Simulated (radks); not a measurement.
Values are calculated unless marked as measured or tabulated.
Q: These are the eigenvalues of the occupied orbitals of an atom or ion with whole-number occupations (hartree). Code: a radial shooting solver on a logarithmic mesh with Libxc functionals. Model: Dirac Kohn-Sham, LDA (Slater exchange, Perdew-Wang correlation), spin-unpolarised, spherical densities, point nucleus.

1s1/2: -16.44698
2s1/2: -2.49135

Which element is it, and in what charge state? The configuration may be excited. Open shells, if any, fill j = l - 1/2 first.

A: Z = 7, nitrogen, charge +3: N3+ in [He] 2s2. The 1s level, -16.447 hartree, gives Z - s = 5.7 by -(Z - s)^2/2, which with screening and relativity narrows Z to a few neighbours, and the depths must fix Z and the occupations together.
